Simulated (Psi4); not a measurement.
C2HO (SMILES [CH]=C=O), doublet, geometry from GFN2-xTB; CISD/3-21G run with Psi4.

Input for Psi4:
```
memory 2 GB

molecule {
0 2
C     0.02096193   -0.29118014   -1.19660672
C     0.00440730    0.00402097    0.01711055
H     0.10767277   -0.53985429   -2.20994473
O    -0.03248602    0.28285117    1.16086522
}

set {
  basis 3-21g
  reference uhf
}

energy('cisd')
print_variables()
```

What the program printed (banner, timings and long lists left out):

```
Traceback (most recent call last):
  File "psi4", line 375, in <module>
  File "<string>", line 25, in <module>
  File "site-packages/psi4/driver/driver.py", line 461, in energy
  File "site-packages/psi4/driver/task_planner.py", line 255, in task_planner
  File "site-packages/psi4/driver/driver_util.py", line 222, in negotiate_derivative_type
  File "site-packages/psi4/driver/driver_util.py", line 355, in highest_analytic_derivative_available

psi4.driver.p4util.exceptions.MissingMethodError: Method=cisd is not available for any derivative level under conditions CI_TYPE=CONV, REFERENCE=UHF, FREEZE_CORE=FALSE, QC_MODULE=(auto). See https://psicode.org/psi4manual/master/introduction.html#ss-cisd. Or did you mean? ccd ccsd cisdt cisdtq qcisd lccsd ci2 ci3 ci4 ci5 ci6 ci7 ci8 ci9 ci10 ci11 ci12 ci13 ci14 ci15 ci16 ci17 ci18 ci19 ci20 ci21 ci22 ci23 ci24 ci25 ci26 ci27 ci28 ci29 ci30 ci31 ci32 ci33 ci34 ci35 ci36 ci37 ci38 ci39 ci40 ci41 ci42 ci43 ci44 ci45 ci46 ci47 ci48 ci49 ci50 ci51 ci52 ci53 ci54 ci55 ci56 ci57 ci58 ci59 ci60 ci61 ci62 ci63 ci64 ci65 ci66 ci67 ci68 ci69 ci70 ci71 ci72 ci73 ci74 ci75 ci76 ci77 ci78 ci79 ci80 ci81 ci82 ci83 ci84 ci85 ci86 ci87 ci88 ci89 ci90 ci91 ci92 ci93 ci94 ci95 ci96 ci97 ci98

Printing out the relevant lines from the Psithon --> Python processed input file:
    O    -0.03248602    0.28285117    1.16086522
    """)
    core.IO.set_default_namespace("")
    core.set_global_option("BASIS", "3-21g")
    core.set_global_option("REFERENCE", "uhf")
--> energy('cisd')
    print_variables()

!----------------------------------------------------------------------------------!
!                                                                                  !
!  Method=cisd is not available for any derivative level under conditions          !
!     CI_TYPE=CONV, REFERENCE=UHF, FREEZE_CORE=FALSE, QC_MODULE=(auto). See        !
!     https://psicode.org/psi4manual/master/introduction.html#ss-cisd. Or did you  !
!     mean? ccd ccsd cisdt cisdtq qcisd lccsd ci2 ci3 ci4 ci5 ci6 ci7 ci8 ci9 ci10 !
!     ci11 ci12 ci13 ci14 ci15 ci16 ci17 ci18 ci19 ci20 ci21 ci22 ci23 ci24 ci25   !
!     ci26 ci27 ci28 ci29 ci30 ci31 ci32 ci33 ci34 ci35 ci36 ci37 ci38 ci39 ci40   !
!     ci41 ci42 ci43 ci44 ci45 ci46 ci47 ci48 ci49 ci50 ci51 ci52 ci53 ci54 ci55   !
!     ci56 ci57 ci58 ci59 ci60 ci61 ci62 ci63 ci64 ci65 ci66 ci67 ci68 ci69 ci70   !
!     ci71 ci72 ci73 ci74 ci75 ci76 ci77 ci78 ci79 ci80 ci81 ci82 ci83 ci84 ci85   !
!     ci86 ci87 ci88 ci89 ci90 ci91 ci92 ci93 ci94 ci95 ci96 ci97 ci98             !
!                                                                                  !
!----------------------------------------------------------------------------------!
```

The program refused the input.
